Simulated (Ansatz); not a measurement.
`[OH][Ge][F]` and `[OH][GeH]` differ in one atom or group.

Ansatz, PBE0-D4/def2-TZVP geometries, multiplicity 1. Each molecule was computed in one conformer, which needn't be the lowest.

Scalar relativity is left out up to krypton.

```tsv
property	`[OH][Ge][F]`
HOMO–LUMO gap (PBE0/def2-TZVPP) / eV	6.32
HOMO energy (B3LYP/def2-TZVPP) / eV	-8.21
HOMO energy (PBE0/def2-TZVPP) / eV	-8.36
size of the dipole moment (B3LYP/def2-TZVPP) / D	0.71
LUMO energy (PBE0/def2-TZVPP) / eV	-2.04
HOMO energy (PBE/def2-TZVPP) / eV	-7.10
```

**Question.** What does the change do to each property? (An estimate is asked.)

**Answer.** Ansatz gave: 
| property | `[OH][GeH]` | shift |
| --- | --- | --- |
| HOMO–LUMO gap (PBE0/def2-TZVPP) / eV | 4.48 | -1.84 |
| HOMO energy (B3LYP/def2-TZVPP) / eV | -6.56 | 1.65 |
| HOMO energy (PBE0/def2-TZVPP) / eV | -6.72 | 1.64 |
| size of the dipole moment (B3LYP/def2-TZVPP) / D | 1.52 | 0.81 |
| LUMO energy (PBE0/def2-TZVPP) / eV | -2.24 | -0.20 |
| HOMO energy (PBE/def2-TZVPP) / eV | -5.60 | 1.50 |

With PBE0 the HOMO rises by 1.64 eV and the LUMO falls by 0.20 eV, so the gap narrows by about 1.84 eV. PBE moves the HOMO by 1.50 eV and ωB97M-V by 1.74 eV. Dipoles are sizes alone; their direction can turn.

B3LYP here is the variant with VWN-RPA as its local correlation; programs differ in this.
